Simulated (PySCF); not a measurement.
Compound: C₅H₆N₂.
SMILES: `Nc1ccccn1`

Level of theory: TDDFT wB97X-D/def2-SVPD, vertical, gas phase, core orbitals frozen in the response in PySCF 2.14.0, density-fitted response routines. Geometry: PBE0-D3(BJ)/def2-SVP; no solvent, vibrations or thermal averaging. Torsions of this conformer, `[NH2:1][c:2]1[cH:3][cH:4][cH:5][cH:6][n:7]1`: H–N1–C2–C3 -168°, H–N1–C2–C3 -21°.

Task: List the vertical singlet excitations with oscillator strengths and describe the spectrum.

Result: 

```csv
state,E (eV),λ (nm),ν̃ (cm⁻¹),f,|μ| (D),"main configurations (H = HOMO, L = LUMO)"
S1,4.86,255.0,39210,0.071,1.96,H→L (92%)
S2,5.35,231.6,43180,0.0035,0.42,H-1→L (97%)
S3,5.84,212.4,47090,0.213,3.10,H→L+1 (89%)
S4,5.99,207.0,48310,0.0037,0.40,H-1→L+1 (96%)
S5,6.35,195.2,51240,0.0067,0.53,H→L+2 (90%)
S6,7.02,176.6,56640,0.0027,0.32,H→L+3 (85%)
S7,7.21,171.9,58160,0.459,4.10,H-2→L (85%)
S8,7.29,170.1,58790,0.152,2.34,"H-2→L+1 (63%), H-3→L (14%), H→L+4 (11%)"
S9,7.36,168.4,59370,0.043,1.24,"H→L+4 (69%), H-2→L+1 (10%), H→L+6 (9%)"
S10,7.82,158.5,63100,0.018,0.77,"H→L+6 (51%), H→L+7 (22%), H→L+5 (13%)"
```

Triplets (Tamm–Dancoff): T1 3.85 eV, H→L (93%); T2 4.14 eV, H→L+1 (85%); T3 4.82 eV, H-1→L (95%); T4 5.03 eV, H-2→L (87%), H→L+1 (9%).

The lowest singlet comes at 255 nm (469 kJ/mol) in the ultraviolet; it is of moderate strength; its leading configuration is HOMO→LUMO (92%). The strongest level in the table is S7 at 7.21 eV (172 nm, f = 0.459). Löwdin shares by element: HOMO carbon 44% or more, nitrogen 26% or more (atoms not listed hold the other 30%); LUMO carbon 57% or more, nitrogen 18% or more (atoms not listed hold the other 24%). The listed states span 2.96 eV, and the widest gap between neighbours is 0.67 eV (S5 to S6). Of the 10 states listed, 6 reach f = 0.01 and none stays under 0.0005. The oscillator strengths of these states sum to 0.972; summed over the whole spectrum of an exact calculation they would give the number of electrons, 50 (Thomas–Reiche–Kuhn). All these states lie below the vertical ionisation energy of 8.21 eV (ΔSCF). Only the lowest 10 singlets were computed, as vertical energies without vibronic structure.

Hardware: an Arm Neoverse V1 with one thread, no GPU, on a shared host. Cost: 48 s wall.
